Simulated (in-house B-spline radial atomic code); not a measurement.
Ionisation energies along the 26-electron series, configuration 1s2 2s2 2p6 3s2 3p6 3d3/2(4) 3d5/2(4), as differences of self-consistent energies. Dirac energy differences include first-order Breit, QED and recoil terms. NIST's values go from ground level to ground level; the uncertainty of those that are theory runs from under 0.1 % in few-electron ions to several per cent in heavy many-electron ones. Computed with a B-spline radial code for spherical atoms: Dirac-Hartree-Fock, jj configuration that fills j = l - 1/2 first, finite nuclei.

A number in brackets counts the electrons of a j subshell.

```
  ion     configuration after  ionisation energy (eV)  IE/(q+1)² (eV)  -ε less Coulomb ΔSCF (eV)  Breit and QED recoil part (eV)  tabulated value (eV)    tabulated kind  computed minus tabulated (eV)
Sm36+  [Ar] 3d3/2(4) 3d5/2(3)                  2572.1          1.8788                       3.33                         -1.1243                  2569  tabulated theory                              3
Eu37+  [Ar] 3d3/2(4) 3d5/2(3)                  2700.1          1.8699                     3.3304                         -1.2184                  2697  tabulated theory                              3
Gd38+  [Ar] 3d3/2(4) 3d5/2(3)                  2831.2          1.8614                     3.3308                         -1.3172                  2827  tabulated theory                              4
Tb39+  [Ar] 3d3/2(4) 3d5/2(3)                  2965.2          1.8533                      3.331                          -1.421                  2961  tabulated theory                              4
Dy40+  [Ar] 3d3/2(4) 3d5/2(3)                  3102.3          1.8455                     3.3312                         -1.5299                  3098  tabulated theory                              4
Ho41+  [Ar] 3d3/2(4) 3d5/2(3)                       ?               ?                          ?                               ?                     ?  tabulated theory                              ?
Er42+  [Ar] 3d3/2(4) 3d5/2(3)                  3385.6           1.831                     3.3314                         -1.7631                  3381  tabulated theory                              5
Tm43+  [Ar] 3d3/2(4) 3d5/2(3)                  3531.8          1.8243                     3.3314                         -1.8877                  3528  tabulated theory                              4
Yb44+  [Ar] 3d3/2(4) 3d5/2(3)                  3681.0          1.8178                     3.3313                         -2.0178                  3677  tabulated theory                              4
Lu45+  [Ar] 3d3/2(4) 3d5/2(3)                       ?               ?                          ?                               ?                     ?  tabulated theory                              ?
Hf46+  [Ar] 3d3/2(4) 3d5/2(3)                  3988.5          1.8056                     3.3308                          -2.295                  3984  tabulated theory                              5
Ta47+  [Ar] 3d3/2(4) 3d5/2(3)                  4146.9          1.7999                     3.3305                         -2.4423                  4143  tabulated theory                              4
 W48+  [Ar] 3d3/2(4) 3d5/2(3)                  4308.2          1.7943                     3.3301                         -2.5955                  4309    semi-empirical                             -1
Re49+  [Ar] 3d3/2(4) 3d5/2(3)                  4472.6          1.7891                     3.3296                         -2.7548                  4468  tabulated theory                              5
Os50+  [Ar] 3d3/2(4) 3d5/2(3)                  4640.1           1.784                     3.3291                         -2.9203                  4635  tabulated theory                              5
Ir51+  [Ar] 3d3/2(4) 3d5/2(3)                       ?               ?                          ?                               ?                     ?  tabulated theory                              ?
Pt52+  [Ar] 3d3/2(4) 3d5/2(3)                  4984.1          1.7743                     3.3278                         -3.2703                  4980  tabulated theory                              4
Au53+  [Ar] 3d3/2(4) 3d5/2(3)                  5160.7          1.7698                      3.327                          -3.455                  5156  tabulated theory                              5
Hg54+  [Ar] 3d3/2(4) 3d5/2(3)                  5340.3          1.7654                     3.3262                         -3.6464                  5335  tabulated theory                              5
Tl55+  [Ar] 3d3/2(4) 3d5/2(3)                  5522.9          1.7611                     3.3252                         -3.8445                  5518  tabulated theory                              5
```

Task: Fill in the row of Ho41+.

Result: ionisation energy (eV): 3242.4; IE/(q+1)² (eV): 1.8381; -ε less Coulomb ΔSCF (eV): 3.3313; Breit and QED recoil part (eV): -1.6439; tabulated value (eV): 3238; computed minus tabulated (eV): 4.

Task: Fill in the row of Lu45+.

Result: ionisation energy (eV): 3833.2; IE/(q+1)² (eV): 1.8116; -ε less Coulomb ΔSCF (eV): 3.3311; Breit and QED recoil part (eV): -2.1536; tabulated value (eV): 3828; computed minus tabulated (eV): 5.

Task: Fill in the row of Ir51+.

Result: ionisation energy (eV): 4810.6; IE/(q+1)² (eV): 1.7791; -ε less Coulomb ΔSCF (eV): 3.3285; Breit and QED recoil part (eV): -3.0921; tabulated value (eV): 4806; computed minus tabulated (eV): 5.
